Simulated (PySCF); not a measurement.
CH10O2Si3, SMILES OC[Si](O)([SiH3])[SiH3].

Geometry optimised at PBE0-D3(BJ)/def2-SVP. The structure was generated by enumeration, and PubChem lists no compound with its InChIKey, so it may never have been made. The values are those of a single conformer.

Two levels are set side by side: PBE/def2-TZVP (PySCF) and HF/def2-TZVP (PySCF). Same geometry, gas phase. Differences are taken from unrounded values.

| quantity | HF | PBE | PBE minus HF |
|---|---|---|---|
| orbital gap (eV) | 12.45 | 4.29 | -8.15 |
| highest occupied level (eV) | -10.12 | -5.95 | 4.17 |
| lowest empty level (eV) | 2.33 | -1.65 | -3.98 |
| dipole moment (D) | 2.07 | 1.58 | -0.49 |

Without exact exchange PBE keeps part of each electron's self-repulsion, which lifts occupied levels and narrows the gap. Differences between two approximate levels are no errors against the true value.

Rough cost on one machine, each run with all the roots and properties that it gave: HF against PBE about 1/7.
